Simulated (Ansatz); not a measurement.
Reaction (homolysis of the C–O bond): `CBOC(C)=O` → `C[C]=O`• + `CB[O]`•

Program: Ansatz. Geometries: PBE0-D4/def2-TZVP. ΔE: electronic, gas phase. CCSD(T)/CBS adds triple-zeta CCSD(T) − MP2 to the extrapolated MP2 energy (def2 sets, frozen cores). This one scheme is used for every species. DFT in def2-TZVPP. Open shells (•) are unrestricted, without spin–orbit coupling. One conformer a species, not always the lowest.

```json
{"level": "LDA (SPW92)", "ΔE (kJ/mol)": "423.3"}
{"level": "PBE-QIDH", "ΔE (kJ/mol)": "395.2"}
{"level": "CAM-B3LYP", "ΔE (kJ/mol)": "362.6"}
{"level": "LC-ωPBE", "ΔE (kJ/mol)": "374.8"}
{"level": "MP2/def2-TZVPP", "ΔE (kJ/mol)": "430.6"}
{"level": "CCSD(T)/def2-TZVPP", "ΔE (kJ/mol)": "380.2"}
{"level": "SCS-MP2/def2-QZVPP", "ΔE (kJ/mol)": "423.8"}
{"level": "MP2/CBS(def2)", "ΔE (kJ/mol)": "441.2"}
```

Problem. What does CCSD(T)/CBS give? (Best estimate.)

Solution. The calculation gave: +390.8 kJ/mol. The listed levels differ from it by 32.5, 4.4, -28.2, -16.0, 39.8, -10.6, 33.0, 50.4 kJ/mol.

Largest T1 diagnostic among the species: 0.032.

From r2SCAN to r2SCAN0 (25 % exact exchange), in def2-TZVPP and without D4, ΔE moves by +9.6 kJ/mol. The D4 term adds +12.6 kJ/mol with B3LYP and +7.0 kJ/mol with PBE0; it sums over pairs of atoms, weighted by their polarisabilities, and B3LYP, whose exchange is more repulsive, gets the larger term. In def2-TZVPP, CCSD(T) changes the Hartree–Fock value by +104.4 kJ/mol (the triples alone add +5.9 kJ/mol) and MP2 by +154.8 kJ/mol; breaking electron pairs costs correlation energy, which Hartree–Fock lacks.

B3LYP here is the variant with VWN-RPA as its local correlation; programs differ in this.
